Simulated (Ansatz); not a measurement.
# What each rung costs, and what it gives

Saddle point of Si2H8OF2, closed shell (Si₂H₆O ([SiH3][O][SiH3]) + HF + HF → Si₂H₅OF ([F][SiH2][O][SiH3]) + HF + H₂; bonds formed: Si1–F8, H2–H9, H7–F10; bonds broken: Si1–H2, H7–F8, H9–F10), PBE0-D4/def2-TZVP structure:

Si1  (-0.021, 0.360, 0.953)
H2  (0.005, -1.135, 0.191)
O3  (-0.980, 0.791, -0.330)
Si4  (-0.955, 1.074, -1.941)
H5  (1.194, 1.163, 0.717)
H6  (-0.990, 0.527, 2.045)
H7  (1.418, -1.571, 1.822)
F8  (1.019, -0.559, 2.264)
H9  (0.651, -1.724, 0.486)
F10  (1.509, -2.393, 1.094)
H11  (0.257, 1.850, -2.315)
H12  (-2.172, 1.837, -2.307)
H13  (-0.937, -0.220, -2.677)
(Å)

Barriers are electronic and count from the start structure reached by relaxing down the imaginary mode.

Computed with Ansatz 0.2.0 (basis: as named in each row); correlated methods freeze the cores. B3LYP uses VWN-RPA correlation. Extrapolation: Hartree–Fock as exp(−7.88 √X), correlation as X^−2.97.

Times are rough, for one single point on 8 threads of a shared host (Arm Neoverse V2).

The estimate by CCSD(T) at an estimated basis limit (MP2 extrapolated from triple and quadruple zeta, plus CCSD(T) − MP2 in triple zeta) is 29.89 kcal/mol.

| method | basis | time (s) | barrier (kcal/mol) | method less estimate |
| --- | --- | --- | --- | --- |
| HF | STO-3G | under 1 | 55.19 | 25.30 |
| PBE-D4 | STO-3G | under 1 | -22.45 | -52.34 |
| SPW92 | def2-SVP | under 1 | 2.10 | -27.78 |
| B3LYP-D4 | 6-31G | under 1 | 21.89 | -8.00 |
| PBE-D4 | def2-SVP | under 1 | 13.78 | -16.11 |
| PBE0-D4 | def2-SVP | under 1 | 20.61 | -9.28 |
| SPW92 | def2-TZVPP | under 1 | 6.94 | -22.95 |
| PBE-D4 | def2-TZVPP | 1 | 18.25 | -11.63 |
| BLYP-D4 | def2-TZVPP | 1 | 22.05 | -7.83 |
| B3LYP-D4 | def2-TZVPP | 2 | 25.93 | -3.96 |
| BHLYP-D4 | def2-TZVPP | 2 | 32.05 | 2.16 |
| PBE0-D4 | def2-TZVPP | 2 | 23.97 | -5.92 |
| CAM-B3LYP-D4 | def2-TZVPP | 2 | 25.47 | -4.42 |
| r2SCAN-D4 | def2-TZVPP | 3 | 20.52 | -9.37 |
| wB97M-V | def2-SVP | 3 | 22.07 | -7.82 |
| r2SCAN0-D4 | def2-TZVPP | 3 | 25.02 | -4.87 |
| B2PLYP | def2-TZVPP | 4 | 27.82 | -2.07 |
| PBE-QIDH | def2-TZVPP | 4 | 27.72 | -2.17 |
| RPA on PBE | def2-TZVPP | 4 | 29.21 | -0.68 |
| CCSD(T) | def2-SVP | 4 | 31.62 | 1.73 |
| wB97X-V | def2-TZVPP | 5 | 26.91 | -2.97 |
| B97M-V | def2-TZVPP | 5 | 26.87 | -3.02 |
| wB97M-V | def2-TZVPP | 6 | 26.15 | -3.74 |
| MP2 | def2-QZVPP | 16 | 28.12 | -1.77 |
| CCSD(T) | def2-TZVPP | 180 | 29.99 | 0.10 |

All methods are single points on the PBE0-D4 structures; a negative value means that the method puts the saddle structure below the start.

No T1 diagnostic of these runs exceeds 0.013.

Labels in which every atom is bracketed show which atoms are joined, not bond orders.
